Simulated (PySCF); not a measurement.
CH$_{6}$O$_{2}$SeSi, singlet, at a GFN2-xTB geometry; CASSCF(8,7)/STO-3G in PySCF.

Input for PySCF:
```python
from pyscf import gto, scf, mcscf
import numpy

mol = gto.Mole()
mol.atom = '''
    C     2.290361   -0.007370   -0.374175
    Si    0.558702   -0.671504   -0.006738
    O    -0.021605   -1.758948   -1.063470
    O     0.632502   -1.385841    1.437354
    Se   -0.993089    1.051903   -0.000751
    H     2.970347   -0.827354   -0.576008
    H     2.677377    0.545651    0.474142
    H     2.289903    0.654744   -1.234381
    H    -0.267465   -1.501753   -1.947900
    H    -0.090390   -1.920461    1.758506
    H    -0.265904    1.888055    0.899476
'''
mol.basis = 'sto-3g'
mol.charge = 0
mol.spin = 0
mol.verbose = 4
mol.build()

mf = scf.RHF(mol)
mf.kernel()
mc = mcscf.CASSCF(mf, 7, 8)
mc.fix_spin_(ss=0.0)
mc.kernel()
occ = numpy.linalg.eigvalsh(mc.fcisolver.make_rdm1(mc.ci, mc.ncas, mc.nelecas))[::-1]
ss = mc.fcisolver.spin_square(mc.ci, mc.ncas, mc.nelecas)[0]
print('natural occupations', occ.round(4), ' <S^2>', round(ss, 4))
```

Write the output that PySCF gives for this input, abridged.


```
PySCF version 2.14.0

[INPUT] verbose = 4
[INPUT] num. atoms = 11
[INPUT] num. electrons = 76
[INPUT] charge = 0
[INPUT] spin (= nelec alpha-beta = 2S) = 0
[INPUT] symmetry False subgroup None
[INPUT] Mole.unit = angstrom
[INPUT] Symbol           X                Y                Z      unit          X                Y                Z       unit  Magmom
[...]
nuclear repulsion = 447.309033184967
number of shells = 28
number of NR pGTOs = 144
number of NR cGTOs = 48
basis = sto-3g
ecp = {}

******** <class 'pyscf.scf.hf.RHF'> ********
method = RHF
initial guess = minao
damping factor = 0
level_shift factor = 0
DIIS = <class 'pyscf.scf.diis.CDIIS'>
diis_start_cycle = 1
diis_space = 8
diis_damp = 0
SCF conv_tol = 1e-09
SCF conv_tol_grad = None
SCF max_cycles = 50
direct_scf = True
direct_scf_tol = 1e-13
Set gradient conv threshold to 3.16228e-05
Initial guess from minao.
init E= -2844.84859446559
[...]
cycle= 1 E= -2847.64921246942  delta_E= -2.8  |g|= 0.622  |ddm|=  3.9
[...]
cycle= 2 E= -2847.81163700869  delta_E= -0.162  |g|= 0.13  |ddm|= 1.19
[...]
cycle= 3 E= -2847.81844354683  delta_E= -0.00681  |g|= 0.0298  |ddm|= 0.242
[...]
cycle= 4 E= -2847.81897814738  delta_E= -0.000535  |g|= 0.00611  |ddm|= 0.0718
[...]
cycle= 5 E= -2847.81900511721  delta_E= -2.7e-05  |g|= 0.00123  |ddm|= 0.0186
[...]
cycle= 6 E= -2847.81900624551  delta_E= -1.13e-06  |g|= 0.000368  |ddm|= 0.00358
[...]
cycle= 7 E= -2847.81900635723  delta_E= -1.12e-07  |g|= 7.66e-05  |ddm|= 0.00127
[...]
cycle= 8 E= -2847.81900636234  delta_E= -5.11e-09  |g|= 1.74e-05  |ddm|= 0.000268
[...]
cycle= 9 E= -2847.81900636261  delta_E= -2.65e-10  |g|= 3.52e-06  |ddm|= 6.64e-05
[...]
Extra cycle  E= -2847.81900636262  delta_E= -1.36e-11  |g|= 1.38e-06  |ddm|= 8.09e-06
converged SCF energy = -2847.81900636262

******** <class 'pyscf.mcscf.mc1step.CASSCF'> ********
CAS (4e+4e, 7o), ncore = 34, nvir = 7
max_cycle_macro = 50
max_cycle_micro = 4
conv_tol = 1e-07
conv_tol_grad = None
orbital rotation max_stepsize = 0.02
orbital rotation threshold for CI restart = 0.01
augmented hessian ah_max_cycle = 30
augmented hessian ah_conv_tol = 1e-12
augmented hessian ah_linear dependence = 1e-14
augmented hessian ah_level shift = 1e-08
augmented hessian ah_start_tol = 2.5
augmented hessian ah_start_cycle = 3
augmented hessian ah_grad_trust_region = 3
kf_trust_region = 3
kf_interval = 4
ci_response_space = 4
ci_grad_trust_region = 3
with_dep4 0
natorb = False
canonicalization = True
sorting_mo_energy = False
[...]
CASCI E = -2847.82686194607  S^2 = 0.0000000
[...]
               |grad[o]|=0.00193  |grad[c]|=0.00772  |ddm|=0.0017  |maxRot[o]|=0.0603
macro iter  18 ( 21 JK    4 micro), CASSCF E = -2847.86171400877  dE =  7.75661010e-06  S^2 = 0.0000000
               |grad[o]|=0.00127  |grad[c]|=0.00365  |ddm|=0.000585  |maxRot[o]|=0.0395
macro iter  19 ( 21 JK    4 micro), CASSCF E = -2847.86180435035  dE = -9.03415853e-05  S^2 = 0.0000000
               |grad[o]|=0.00111  |grad[c]|=0.00118  |ddm|=0.00097  |maxRot[o]|=0.0288
macro iter  20 ( 17 JK    4 micro), CASSCF E = -2847.86188038683  dE = -7.60364778e-05  S^2 = 0.0000000
               |grad[o]|=0.000773  |grad[c]|=0.00248  |ddm|=0.00136  |maxRot[o]|=0.0281
macro iter  21 (  6 JK    2 micro), CASSCF E = -2847.86193357000  dE = -5.31831670e-05  S^2 = 0.0000000
               |grad[o]|=0.000536  |grad[c]|=0.00159  |ddm|=0.00154  |maxRot[o]|=0.0317
macro iter  22 ( 14 JK    3 micro), CASSCF E = -2847.86191488504  dE =  1.86849547e-05  S^2 = 0.0000000
               |grad[o]|=0.000325  |grad[c]|=0.0005  |ddm|=0.000177  |maxRot[o]|=0.016
macro iter  23 ( 21 JK    4 micro), CASSCF E = -2847.86191891497  dE = -4.02993101e-06  S^2 = 0.0000000
               |grad[o]|=0.000382  |grad[c]|=0.00132  |ddm|=0.000528  |maxRot[o]|=0.0117
macro iter  24 (  6 JK    2 micro), CASSCF E = -2847.86194235952  dE = -2.34445456e-05  S^2 = 0.0000000
               |grad[o]|=0.000359  |grad[c]|=0.000996  |ddm|=0.000611  |maxRot[o]|=0.0244
macro iter  25 (  4 JK    1 micro), CASSCF E = -2847.86194650597  dE = -4.14645592e-06  S^2 = 0.0000000
               |grad[o]|=0.000157  |grad[c]|=0.000836  |ddm|=0.000205  |maxRot[o]|=0.0116
macro iter  26 (  5 JK    1 micro), CASSCF E = -2847.86194666915  dE = -1.63173354e-07  S^2 = 0.0000000
               |grad[o]|=6.31e-05  |grad[c]|=0.000192  |ddm|=5.43e-05  |maxRot[o]|=0.00291
macro iter  27 (  1 JK    1 micro), CASSCF E = -2847.86194666921  dE = -6.59383659e-11  S^2 = 0.0000000
               |grad[o]|=2.39e-05  |grad[c]|=1.28e-05  |ddm|=    0  |maxRot[o]|=    0
1-step CASSCF converged in  27 macro (412 JK  87 micro) steps
CASSCF canonicalization
Density matrix diagonal elements [1.97188636 1.9866868  1.98268048 1.98947869 0.02465962 0.02751802
 0.01709002]
CASSCF energy = -2847.86194666921
CASCI E = -2847.86194666921  E(CI) = -13.0128982619749  S^2 = 0.0000000
natural occupations [1.9965 1.9845 1.9804 1.9703 0.0293 0.0245 0.0146]  <S^2> 0.0
```
